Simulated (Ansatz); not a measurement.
Gas-phase electronic energies from Ansatz, PBE0-D4/def2-TZVP geometries. CCSD(T)/CBS is the MP2 limit (def2-TZVPP, def2-QZVPP) plus CCSD(T) − MP2 in def2-TZVPP, frozen cores. This one scheme is used for every species. Functionals use def2-TZVPP. One conformer a species, not always the lowest.

`C=C[SiH2][SiH2]S` + H₂O → `O[SiH2]S` + `C=C[SiH3]`  (formal hydrolysis of the Si–Si bond)

```tsv
level	ΔE (kcal/mol)	difference from CCSD(T)/CBS
r2SCAN-D4	-22.2	-0.1
PBE0-D4	-18.9	3.2
ωB97X-V	-23.3	-1.2
B2PLYP	-25.4	-3.3
r2SCAN	-22.9	-0.8
PBE0	-20.8	1.3
SCS-MP2/def2-TZVPP	-25.6	-3.5
MP2/def2-QZVPP	-23.5	-1.4
HF/CBS(def2)	-31.1	-9.0
CCSD/CBS(def2)	-23.3	-1.2
CCSD(T)/CBS	-22.1	0
```

Largest T1 diagnostic among the species: 0.012.

In def2-TZVPP, CCSD(T) changes the Hartree–Fock value by +7.7 kcal/mol (the triples alone add +1.1 kcal/mol) and MP2 by +6.9 kcal/mol. From PBE to PBE0 (25 % exact exchange), in def2-TZVPP and without D4, ΔE moves by −1.2 kcal/mol.
